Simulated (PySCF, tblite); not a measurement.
Calculations on `C=C(C=O)[SiH2]N`, in the order of a workflow; each names the level of the geometry that it ran on. Settings lines and outputs come from a driver script.

C₃H₇NOSi.
Bonds: C1–C2 (double), C2–C3, C3–O4 (double), C2–Si5, Si5–N6. Hydrogens: H7, H8 on C1; H9 on C3; H10, H11 on Si5; H12, H13 on N6.

Step 1: GFN2-xTB geometry optimisation, gas phase (tblite 0.8.0) (from a force-field or distance-geometry start)
```json
{"job": {"kind": "relax", "xc": "GFN2-xTB", "basis": "xTB"}, "charge": 0, "multiplicity": 1}
```
```
step      E/eV     max force
  0    -507.53849    3.091
  1    -507.65167    3.197
  2    -507.72312    0.718
...
 85    -507.90520    0.032
 86    -507.90536    0.046
 87    -507.90555    0.052
 88    -507.90567    0.029
 89    -507.90571    0.010
```

Energy lowered by 8.5 kcal/mol over 89 steps; largest atomic force 0.010 eV/Å at the end. «max force» is the largest atomic force in eV/Å.

Time: 0.6 s wall. Hardware: one thread, Intel Xeon Platinum 8488C (x86_64) (shared host).

Step 2: GFN2-xTB harmonic vibrations, gas phase (tblite 0.8.0) (on the GFN2-xTB geometry)
```json
{"job": {"kind": "ir", "xc": "GFN2-xTB", "basis": "xTB"}, "charge": 0, "multiplicity": 1}
```
```
(table of modes left out)
```

33 modes from 54 to 3511 cm⁻¹ (unscaled, harmonic); zero-point energy 57.4 kcal/mol; all wavenumbers are real at this level.

On Intel Xeon Platinum 8488C, one thread, no GPU, on a shared host, this took 0.31 s wall.

Step 3: TDDFT CAM-B3LYP/def2-SVPD, vertical, gas phase, core orbitals frozen in the response (PySCF 2.14.0, density-fitted response routines) (on the GFN2-xTB geometry)
```json
{"job": {"kind": "uv", "xc": "CAM-B3LYP", "basis": "def2-SVPD", "nstates": 8, "ntriplets": 3}, "charge": 0, "multiplicity": 1}
```
```
...
Static polarisability (au): isotropic 73.227, principal 53.914 77.187 88.579
Singlet excitations
state   eV       nm        f      main configurations
  1   3.8142    325.1   0.00063   H->L 0.46, H-1->L 0.46
  2   5.4575    227.2   0.00194   H->L 0.48, H-1->L 0.38, H-3->L 0.10
  3   6.1076    203.0   0.01150   H-3->L 0.73, H-1->L 0.12
  4   6.2634    198.0   0.27800   H-2->L 0.87
  5   6.4649    191.8   0.05180   H->L+1 0.63, H-1->L+1 0.21
  6   6.9455    178.5   0.00128   H->L+3 0.42, H-1->L+3 0.25, H-3->L 0.09
  7   7.5158    165.0   0.03533   H->L+2 0.27, H-1->L+1 0.22, H->L+1 0.15
  8   7.6232    162.6   0.02140   H->L+5 0.27, H->L+3 0.16, H-1->L+1 0.14
Triplet excitations (Tamm-Dancoff, eV): 3.3071 3.6762 5.2908
```

HOMO -8.87 eV, LUMO -0.83 eV; lowest singlet 3.81 eV; lowest triplet 3.31 eV (Tamm–Dancoff); mean polarisability 73.2 au.

The run took 29 s wall on Intel Xeon Platinum 8488C, one thread, on a shared host, and the process peaked at 0.78 GiB of memory.

Geometry of the electronic-property runs (GFN2-xTB):
```
atom  x, y, z in Å
C1     1.384   -0.616    0.765
C2     0.711   -0.025   -0.220
C3     1.417    0.426   -1.412
O4     0.895    1.073   -2.287
Si5   -1.135    0.406   -0.257
N6    -1.763   -0.221    1.225
H7     2.451   -0.789    0.708
H8     0.898   -0.933    1.672
H9     2.489    0.143   -1.476
H10   -1.708   -0.160   -1.485
H11   -1.326    1.851   -0.175
H12   -2.700    0.040    1.484
H13   -1.617   -1.194    1.441
```

 (This holds for the electronic-property runs.)

One conformer stands for the species.
